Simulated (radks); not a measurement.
The numbers below are computed, except where a source is named.
Eu XXXVII, 27 electrons, occupied as [Ar] 3d9.

Code: a radial shooting solver on a logarithmic mesh with Libxc functionals. Model: scalar-relativistic Kohn-Sham, LDA (Slater exchange, VWN5 correlation), spin-polarised, spherical densities, finite nucleus; open shells are filled with parallel spins first (spin-orbit coupling, left out, can overturn this in heavy ions); Fermi nuclear charge, rms radius 5.1115 fm.

Energy parts (eV):
| part | energy |
|---|---|
| total | -272999.62 |
| kinetic | 293674.14 |
| electron-nucleus | -619215.24 |
| Hartree | 57423.00 |
| exchange-correlation | -4881.53 |

Orbitals (lengths in bohr, moments of r in powers of bohr):
orbital,occ.,eigenvalue (eV),<r^2>,<r^4>,<r>,<1/r>
1s up,1,-49888.26,0.0006801,1.228e-06,0.02233,70.16
1s down,1,-49888.15,0.0006801,1.228e-06,0.02233,70.16
2s up,1,-9469.548,0.01063,0.0001938,0.09493,16.30
2s down,1,-9466.109,0.01063,0.0001937,0.09491,16.31
2p up,3,-8614.731,0.008534,0.0001435,0.08364,15.27
2p down,3,-8611.977,0.008529,0.0001434,0.08362,15.27
3s up,1,-3170.177,0.06767,0.006806,0.2437,6.132
3s down,1,-3166.498,0.06773,0.006818,0.2438,6.128
3p up,3,-2903.585,0.06682,0.006891,0.2405,5.796
3p down,3,-2899.865,0.06689,0.006906,0.2406,5.792
3d up,5,-2562.118,0.05466,0.005138,0.2165,5.516
3d down,4,-2557.644,0.05474,0.005156,0.2167,5.513

The highest occupied level is 3d down at -2557.6 eV. The density falls to 0.001 e/bohr^3 at r = 0.78 bohr. Spin moment in Bohr magnetons: 1. Summed over all electrons, <r^2> = 1.103 bohr^2, which gives a Langevin (diamagnetic) susceptibility term of -0.873 x 10^-6 cm^3/mol. The spin density at the nucleus is -6.40 e/bohr^3 (1s -1.77, 2s -14.78, 3s 10.15). The electron density at the nucleus is 6.007e+05 e/bohr^3 (large components only). For comparison, the ionisation energy in NIST's Atomic Spectra Database is 2591 eV (theoretical). In exact Kohn-Sham theory the highest level is minus the ionisation energy, but local and semilocal functionals leave it too shallow, through self-interaction and a potential that decays too fast; potentials with the right tail come closer.
